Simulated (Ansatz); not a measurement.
Reactions of C$_{5}$H$_{3}$NS (`N#Cc1cccs1`).

Calculated with Ansatz (gas phase, PBE0-D4/def2-TZVP geometries, no zero-point term in ΔE). CCSD(T)/CBS is the MP2 limit (def2-TZVPP, def2-QZVPP) plus CCSD(T) − MP2 in def2-TZVPP, frozen cores. This one scheme is used for every species, atoms too. DFT in def2-TZVPP. B3LYP here is the variant with VWN-RPA as its local correlation; programs differ in this. Open shells (•) are unrestricted, without spin–orbit coupling. Spin–orbit coupling would lower the free atoms: a little for C, S. For Ge outer-core shells are correlated without core-valence functions, so the limit isn't a true one: a few kJ/mol of doubt a bond, and 10 to 20 or more in all where bonds break to atoms. Scalar relativity is left out up to krypton. One conformer a species, not always the lowest.

| reaction | B3LYP-D4 (kJ/mol) | PBE0-D4 (kJ/mol) | ωB97M-V (kJ/mol) | CCSD(T)/CBS(def2) (kJ/mol) |
| --- | --- | --- | --- | --- |
| `N#Cc1cccs1` + `OCO` → `N#COCO` + thiophene | 79 | 78 | 76 | 84 |
| `N#Cc1cccs1` + H₂O → `Oc1cccs1` + `C#N` | 83 | 84 | 73 | 83 |
| `N#Cc1cccs1` + `[SH][GeH3]` → `N#C[S][GeH3]` + thiophene | 27 | 26 | 23 | 24 |
| `N#Cc1cccs1` + H–F → `Fc1cccs1` + `C#N` | 97 | 101 | 86 | 101 |
| `N#Cc1cccs1` → 5 C• + 3 H• + N• + S• | 4867 | 4956 | 4879 | 4836 |

Largest T1 diagnostic: 0.014, for `C#N`.
